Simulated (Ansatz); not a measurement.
A nudged elastic band was laid between two geometries of CH₅ClGeO (9 atoms, charge 0, multiplicity 1).

Computed with RKS PBE-D4/def2-SVP in Ansatz 0.2.0.

| Quantity | Value |
| --- | --- |
| movable images | 5 |
| climbing image | yes |
| spring | 5.0 eV/Å² |
| optimiser | quadratic models (default) |
| start path | through a guess of the saddle point |
| force threshold | 0.05 eV/Å |
| iteration limit | 60 |
| end points | relaxed |

Image 0:

```xyz
9
Properties=species:S:1:pos:R:3
Ge 0.343 0.005 0.061
C 0.916 -0.023 1.917
H 0.030 -0.167 2.565
H 1.629 -0.852 2.084
H 1.403 0.938 2.172
H 1.460 0.191 -1.004
O -0.882 1.308 -0.050
H -1.274 1.350 -0.942
Cl -0.622 -1.904 -0.431
```

Image 6:

```xyz
9
Properties=species:S:1:pos:R:3
Ge -0.107 0.027 -1.370
C 1.405 -0.062 1.768
H 0.686 -0.901 1.724
H 1.867 -0.019 2.773
H 0.878 0.888 1.559
H 2.202 -0.216 1.014
O -0.866 1.464 -0.590
H -1.614 1.216 -0.005
Cl -1.448 -1.551 -0.500
```

Task: Which bonds break or form, and what moves?

Result: Bonds broken: Ge1–C2, Ge1–H6. Bonds formed: C2–H6. CH5ClGeO becomes CH4 + ClGeHO.

Task: What energy profile does the band end with?

Result: The run converged. The highest image is number 3 of 0 to 6, 2.78 eV above the first end and 2.75 eV above the last; the last end lies 0.03 eV above the first. The profile has 2 maxima (images 1, 3) with wells between them (image 2): this band takes more than one step, which may be the mechanism or a detour left from its start path. Neighbouring images differ by up to 2.8 eV, so the band resolves the path poorly. A vibrational analysis at the climbing image gives one clearly imaginary mode, 1147i cm⁻¹: a first-order saddle point. The orbitals stay closed-shell, which can raise the energy where a bond breaks towards radicals; this wasn't checked here.

```tsv
image	path coordinate (Å)	energy (eV)	Ge1–C2 (Å)	Ge1–H6 (Å)	C2–H6 (Å)
0	0.00	0.00	1.94	1.55	2.98
1	1.42	0.06	1.96	1.55	2.97
2	2.84	0.03	1.95	1.54	2.97
3	4.26	2.78	2.28	1.54	1.81
4	5.19	0.30	2.87	2.12	1.14
5	6.11	0.05	3.40	2.84	1.11
6	7.04	0.03	3.48	3.33	1.11
```

Task: What is the geometry of the highest image?

Result: 
```xyz
9
Properties=species:S:1:pos:R:3
Ge 0.397 -0.093 -0.583
C 0.883 0.042 1.641
H -0.094 -0.341 2.002
H 1.692 -0.587 2.060
H 1.036 1.111 1.881
H 1.789 -0.065 0.082
O -0.665 1.358 -0.569
H -1.233 1.337 0.227
Cl -0.804 -1.917 -0.367
```

The band took 33 iterations and roughly 5 core-minutes.

Run time: 2.9 min on 2 threads of Intel(R) Xeon(R) 6975P-C (Granite Rapids), on a shared host, peak memory 0.17 GiB.
